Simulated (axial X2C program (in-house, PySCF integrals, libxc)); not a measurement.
Curves of PmF²⁺ from open-shell CI on f4 s0 d(πδ)0

Computed with an in-house all-electron X2C program for linear molecules (integrals from PySCF): two-component X2C with atomic mean-field Coulomb and Gaunt terms, basis Pm dyall-v4z, F dyall-v4z (cores contracted in-house). Orbitals come from Hartree–Fock averaged over the configuration Pm f4 s0 d(πδ)0; CI then distributes these electrons over the f, s, d(πδ) shells of Pm.

Scan along the bond; masses Pm 144.913 u, F 18.998 u. Energies in cm⁻¹ from the lowest point; levels are followed by energy order within each Ω. Lowest level at 1.887 Å: 100% f4.

```
R (Å)  (1)Ω=0  (1)Ω=3  (1)Ω=1  (1)Ω=2  (1)Ω=4  (2)Ω=2  (2)Ω=1
1.755    3037    2940    3105    3127    3517    4446    4546
1.821     726     711     788     828    1240    2159    2226
1.887       0      45      57     110     529    1454    1497
1.962     626     717     678     739    1153    2095    2119
2.038    2414    2534    2462    2527    2929    3893    3903
2.123    5367    5507    5411    5478    5861    6854    6853
2.227    9853   10002    9892    9958   10315   11343   11334
```

Question: Fit the curves (1)Ω=0, (1)Ω=3, (1)Ω=1, (1)Ω=2, (1)Ω=4, (2)Ω=2, (2)Ω=1 near their minima.

Answer: From the open-shell CI curves, Te from the lowest:

| level | Te (cm⁻¹) | Re (Å) | ωe (cm⁻¹) |
| --- | --- | --- | --- |
| (1)Ω=0 | 0 | 1.891 | 739.1 |
| (1)Ω=3 | 47 | 1.888 | 737.6 |
| (1)Ω=1 | 57 | 1.891 | 738.9 |
| (1)Ω=2 | 110 | 1.890 | 738.2 |
| (1)Ω=4 | 529 | 1.890 | 735.2 |
| (2)Ω=2 | 1454 | 1.890 | 738.7 |
| (2)Ω=1 | 1496 | 1.891 | 738.9 |

Without dynamic correlation distances can be off by several hundredths of an Å (long for ionic bonds, short for multiple bonds) and the wavenumbers are rough.

The 7 lowest curves are shown; the next is (2)Ω=0, from 1511 cm⁻¹.

Dynamic correlation is missing, so gaps between terms are too wide and other configurations may lie lower; the lowest level listed is that of this model, not necessarily the ground state. At most 4 roots were kept for each Ω > 0 (twice that for Ω = 0) within 2.2 eV of the lowest, so higher up levels can be missing between those listed; levels with Ω > 0 are doubly degenerate and listed once, Ω = 0 levels singly. States that fill the shells left empty in the average are placed too high.
